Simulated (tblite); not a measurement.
Question: Give a GFN2-xTB geometry of `N(C)[Si@@H]1N(C)CC[SiH2]S1`.

Answer: 
```xyz
23
C4H14N2SSi2 angstrom
C      3.2699    0.3617    0.0304
N      2.1416   -0.5368   -0.0334
Si     0.7648   -0.2291   -1.0055
S     -0.1943   -2.1339   -1.3854
Si    -1.6785   -2.1113    0.1511
C     -2.5076   -0.3962    0.2636
C     -1.7540    0.6720   -0.5347
N     -0.3583    0.7550   -0.1700
C     -0.0692    1.5967    0.9624
H      2.9141    1.3842   -0.0655
H      3.7797    0.2540    0.9901
H      3.9946    0.1794   -0.7692
H      2.4332   -1.5005    0.0371
H      1.0396    0.3057   -2.3437
H     -1.0481   -2.4434    1.4295
H     -2.6230   -3.1383   -0.2657
H     -2.5682   -0.0869    1.3075
H     -3.5312   -0.4424   -0.1081
H     -2.2195    1.6541   -0.3905
H     -1.8153    0.4277   -1.5981
H     -0.6979    1.3353    1.8180
H     -0.2471    2.6500    0.7157
H      0.9700    1.4702    1.2475
```

Orientation and origin are arbitrary. Atoms count from 1 in this order. Si5 (SiH2 silicon) is distorted tetrahedral (angles from 103.7° to 111.7°). Si3 (SiH silicon) is distorted tetrahedral (angles from 104.1° to 115.6°). N2 (silicon-bound nitrogen) has angles 122.8°, 116.3° and 111.4°, sum 350.5°, 0.24 Å off the plane of its three neighbours. N8 (silicon-bound nitrogen) is planar (angles 126.0°, 118.5° and 115.2°, sum 359.8°, 0.04 Å off the plane of its three neighbours).

Bonds between heavy atoms (Å): C1–N2 1.444, N2–Si3 1.713, Si3–S4 2.166, S4–Si5 2.136, Si5–C6 1.908, C6–C7 1.532, C7–N8 1.445, N8–C9 1.440, Si3–N8 1.711.

Computed geometry: GFN2-xTB, gas phase.

Point group: C1 (no symmetry element, even within 0.4 Å). Its GFN2-xTB frequencies are all real (lowest 23 cm⁻¹). One conformer, not necessarily the lowest (C1–N2–Si3–S4 157°, N2–Si3–S4–Si5 96°, Si3–S4–Si5–C6 43°, S4–Si5–C6–C7 -12°, Si5–C6–C7–N8 -54°).
